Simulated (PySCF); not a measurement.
These 3 structures share the formula C5H3FOS. Computed with PBE0-D3(BJ)/def2-SVP geometry optimisation, gas phase in PySCF 2.14.0. Energies are electronic, without zero-point or thermal terms, for one conformer each. No frequencies were run at this level. Point groups hold within 0.08 Å.

Problem. Order them by energy at this level, lowest first, and give relative energies in kJ/mol.
A. `Fc1cc(=S)cco1`
B. `O=c1ccscc1F`
C. `[O:1]=[C:2]([F:3])[c:4]1[cH:5][cH:6][cH:7][s:8]1` with O1–C2–C4–C5 179°

Solution. C (0.0), B (107.6), A (115.0).

Neighbours under 10 kJ/mol apart (O=c1ccscc1F and Fc1cc(=S)cco1) can change places with a better method, another conformer or zero-point energy.

```
       SMILES      E (Eh)  E rel (kJ/mol)  dipole (D)  point group      A, B, C (MHz)
O=C(F)c1cccs1  -764.67767             0.0        4.09           Cs   3703, 1408, 1020
  O=c1ccscc1F  -764.63670           107.6        4.45           Cs   3028, 1604, 1049
Fc1cc(=S)cco1  -764.63388           115.0        3.64           Cs  3753, 1200, 909.5
```
